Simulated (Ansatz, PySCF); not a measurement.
Cl2Te, charge +1, doublet, geometry from GFN2-xTB (a state made from the parent by changing its charge; the spin is typed, not shown lowest) (all electrons, no relativity), with bond 2-1 at 1.4 times its length. Base run: CASSCF(3,3)/STO-3G in PySCF.

Here is a job for PySCF.
```python
from pyscf import gto, scf, mcscf
import numpy

mol = gto.M(
    atom='''
Te    0.017188   -0.013820    0.555727
Cl    1.539922    1.941942   -1.413759
Cl   -1.157430   -1.340880   -0.848822
''',
    basis='sto-3g',
    charge=1,
    spin=1,
    verbose=4,
)

mf = scf.ROHF(mol)
mf.kernel()
mc = mcscf.CASSCF(mf, 3, 3)
mc.fix_spin_(ss=0.75)
mc.kernel()
occ = numpy.linalg.eigvalsh(mc.fcisolver.make_rdm1(mc.ci, mc.ncas, mc.nelecas))[::-1]
ss = mc.fcisolver.spin_square(mc.ci, mc.ncas, mc.nelecas)[0]
print('natural occupations', occ.round(4), ' <S^2>', round(ss, 4))
```

Programs used: Ansatz (a quantum-chemistry and plane-wave program), PySCF; a row that names a program was run with it.

Each row names what was changed in the base input (with any setting that the change needs).

| change | ΔE vs base (kcal/mol) | natural occupations | <S^2> of the state |
|---|---|---|---|
| base | 0.000 | 1.53 1.00 0.47 | 0.75 |
| code = ansatz | 0.002 | - | - |
| active space = 7 electrons, 5 orbitals | -0.81 | 2.00 1.99 1.54 1.00 0.46 | 0.75 |
| state_average = 2 states | 2.43 | - | - |
| correction = SC-NEVPT2 | -14.63 | 1.53 1.00 0.47 | 0.75 |
| orbitals = fixed (CASCI) | 10.19 | 1.61 1.00 0.39 | 0.75 |
| active space = 7 electrons, 6 orbitals | -14.52 | 1.99 1.95 1.53 1.01 0.47 0.05 | 0.75 |
| active space = 3 electrons, 4 orbitals | -0.014 | 1.53 1.00 0.47 0.00 | 0.75 |
| code = ansatz; correction = SC-NEVPT2, all electrons | -14.62 | - | - |
| solver = newton | 0.000 | 1.53 1.00 0.47 | 0.75 |
| orbitals = fixed (CASCI); correction = SC-NEVPT2 | -14.18 | 1.61 1.00 0.39 | 0.75 |

Active orbitals are taken around the Fermi level unless the row says otherwise; CASSCF can end in different local minima, and two programs can end on different orbitals. State-averaged rows give the lowest state.

Open shells are given as the SCF converged; they aren't shown to be the lowest states, and a large step between rows can be another state.
